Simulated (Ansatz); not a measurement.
# A cut through the energy surface

C₂H₆BN (SMILES [BH3-][N+]#CC), singlet, at its PBE0-D4/def2-TZVP minimum:

| atom | x (Å) | y (Å) | z (Å) |
| --- | --- | --- | --- |
| B1 | -1.0475 | 1.3025 | -1.2295 |
| N2 | -0.2699 | 0.3377 | -0.3222 |
| C3 | 0.3090 | -0.3798 | 0.3525 |
| C4 | 1.0418 | -1.2850 | 1.2040 |
| H5 | -1.7559 | 0.6044 | -1.9210 |
| H6 | -1.6763 | 2.0204 | -0.4835 |
| H7 | -0.2094 | 1.9019 | -1.8663 |
| H8 | 2.0790 | -1.3503 | 0.8704 |
| H9 | 1.0207 | -0.9246 | 2.2340 |
| H10 | 0.5915 | -2.2784 | 1.1646 |

The bond length C4–H10 (1.091 Å at the minimum) is set to the values below, with the rest relaxed at PBE0-D4/def2-TZVP at each step. Each method's energies count from its own value at the PBE0-D4 minimum structure. Program: Ansatz 0.2.0. Basis: def2-TZVPP. Cores are frozen in the correlated methods. B3LYP uses VWN-RPA correlation.

| bond length (Å) | CCSD(T) (kcal/mol) | r2SCAN-D4 (kcal/mol) | PBE-D4 (kcal/mol) |
| --- | --- | --- | --- |
| 0.939 | ? | 11.91 | 12.77 |
| 0.971 | 6.82 | 6.93 | 7.62 |
| 1.018 | ? | 2.33 | 2.74 |
| 1.073 | 0.10 | 0.13 | 0.23 |
| 1.134 | 0.71 | 0.64 | 0.40 |
| 1.199 | 3.77 | 3.57 | 2.96 |
| 1.269 | 8.92 | 8.56 | 7.56 |
| 1.342 | ? | 15.00 | 13.59 |
| 1.419 | 23.28 | 22.52 | 20.61 |

(1) Fill in the withheld CCSD(T) values. (To be estimated.)

No T1 diagnostic of these runs exceeds 0.014.

## Answers

(1) The calculation gives: 11.80 kcal/mol at 0.939 Å; 2.24 kcal/mol at 1.018 Å; 15.55 kcal/mol at 1.342 Å. These count from the CCSD(T) energy at the PBE0-D4 minimum.

Minimum and curvature along this coordinate at CCSD(T): A fifth-order fit through the nearest points gives 1.089 Å, with a curvature of about 33 eV/Å².

Largest difference from the CCSD(T) curve over the scan: PBE0-D4 0.20; B3LYP-D4 0.78; wB97M-V 0.64; HF 3.89 kcal/mol. Each curve counts from its own value at the minimum.

For scale, one of the runs: CCSD(T)/def2-TZVPP, 208 basis functions (an equivalent command: `ansatz run in.yaml --threads 4`). Time: 41 s of wall clock on 4 CPU threads; the host was shared. Peak host memory: 2.9 GiB.
